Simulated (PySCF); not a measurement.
Simulated outer-valence photoelectron spectrum of `C#[C][Ge@@H]([NH2])[F]`. The calculation used EOM-IP-CCSD/aug-cc-pVDZ in PySCF, restricted Hartree–Fock reference, frozen core, non-relativistic, gas phase, PBE0-D3(BJ)/def2-SVP geometry.

Each root has a Gaussian of 0.8 eV full width with its one-hole share as area; cross sections and vibrations are left out, and the highest printed point is 100.

| ionisation energy (eV) | intensity |
| --- | --- |
| 9.4 | 0 |
| 9.6 | 2 |
| 9.8 | 6 |
| 10.0 | 16 |
| 10.2 | 30 |
| 10.4 | 43 |
| 10.6 | 48 |
| 10.8 | 54 |
| 11.0 | 68 |
| 11.2 | 83 |
| 11.4 | 80 |
| 11.6 | 57 |
| 11.8 | 29 |
| 12.0 | 13 |
| 12.2 | 11 |
| 12.4 | 20 |
| 12.6 | 36 |
| 12.8 | 49 |
| 13.0 | 56 |
| 13.2 | 56 |
| 13.4 | 50 |
| 13.6 | 38 |
| 13.8 | 23 |
| 14.0 | 14 |
| 14.2 | 20 |
| 14.4 | 43 |
| 14.6 | 74 |
| 14.8 | 97 |
| 15.0 | 100 |
| 15.2 | 82 |
| 15.4 | 55 |
| 15.6 | 29 |
| 15.8 | 12 |
| 16.0 | 4 |
| 16.2 | 1 |
| 16.4 | 0 |

Question: Where are the maxima, and how many lines lie under the curve?

Answer: 3 maxima, at 11.3, 13.1 and 14.9 eV, from 8 lines. At this width some lines have no maximum of their own.

Question: List the lines with their holes.

Answer: 
```
E (eV)  leading hole (HF orbital)  area  Koopmans (eV)
 10.47                     HOMO-2  0.94          11.92
 11.26                       HOMO  0.96          11.27
 11.35                     HOMO-1  0.96          11.32
 12.81                     HOMO-3  0.95          13.94
 13.40                     HOMO-4  0.94          15.20
 14.73                     HOMO-5  0.94          16.97
 14.88                     HOMO-6  0.94          17.04
 15.24                     HOMO-7  0.94          17.15
```

The widest gap, 1.46 eV, lies between 11.35 and 12.81 eV. Only orbitals with −ε under 21 eV, eight at most, were ionised, so the high end of the curve may lack lines.

The values belong to the conformer `[CH:1]#[C:2][Ge@@H:3]([NH2:4])[F:5]`: H–N4–Ge3–C2 179°, H–N4–Ge3–C2 47°.
